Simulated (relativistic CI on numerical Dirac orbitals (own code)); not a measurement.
Pt⁺ (5d9) in a crystal field

Calculated by Dirac-Coulomb-Breit CI, separate exchange-only KLI orbitals for each configuration, model QED (radiative potential, 1s self-energy scaled to tabulated hydrogen-like ionisation energies), valence Slater integrals scaled by 0.9, one configuration in a parametric crystal field (own radial code).

Field parameters in Wybourne normalisation: Oh B⁴₀ = 21Dq, B⁴₄ = √(5/14) B⁴₀. The field is a parameter set, without covalency.

S and J are read from ⟨S²⟩ = S(S + 1) and ⟨J²⟩ = J(J + 1) of each level; they are not fictitious spins.

Oh, 10Dq = 4050 cm⁻¹, the lowest 3 levels:

| E (cm⁻¹) | Degeneracy | Irrep | S | J |
| --- | --- | --- | --- | --- |
| 0.0 | 4 | Γ8 | 0.50 | 2.47 |
| 2798 | 2 | Γ7 | 0.50 | 2.50 |
| 11062 | 4 | Γ8 | 0.50 | 1.54 |

Oh, 10Dq = 7250 cm⁻¹, the lowest 3 levels:

```
E (cm⁻¹)  Degeneracy  Irrep     S     J
     0.0           4     Γ8  0.50  2.43
    5400           2     Γ7  0.50  2.50
   13065           4     Γ8  0.50  1.60
```

Oh, 10Dq = 10500 cm⁻¹, the lowest 3 levels:

| E (cm⁻¹) | Degeneracy | Irrep | S | J |
| --- | --- | --- | --- | --- |
| 0.0 | 4 | Γ8 | 0.50 | 2.39 |
| 8250 | 2 | Γ7 | 0.50 | 2.50 |
| 15516 | 4 | Γ8 | 0.50 | 1.65 |

The free-ion ground term has S = 1/2. Every field shown keeps that spin.

Levels of this model without a field, named by their leading LS term: ²D5/2 0, ²D3/2 9516 cm⁻¹.
